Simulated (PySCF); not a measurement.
**The Tl–F bond energy of TlF₃**

All numbers come from PBE0/[Tl def2-TZVP with ECP60, F def2-TZVP], scalar-relativistic core potentials, density fitting, no spin–orbit coupling, PySCF.

Each entry is the lowest minimum that a search over a few typed start shapes (and spin states, where more than one is plausible) found, or that minimum re-optimised at the stated level; isomers with ligand–ligand bonds, or fragments after loss of a ligand pair, can lie lower.

Total energies (Eh), which compare only within these settings: F atom -99.67618.

```tsv
species	2S+1	group	E (Eh)	ZPE (kJ/mol)
TlF₂	2	C2v	-372.09296	5.9
TlF₃	1	D3h	-471.87627	11.8
```

Question: What are De and D0 for TlF₃ → TlF₂ + F?

Answer: De = [(-372.09296) + (-99.67618) − (-471.87627)] × 2625.5 = 281 kJ/mol. The zero-point energy changes by -5.9 kJ/mol, so D0 = 275 kJ/mol.

Atoms and open shells are unrestricted, without spin–orbit or basis-set superposition corrections.

Spin–orbit coupling can matter for elements this heavy.
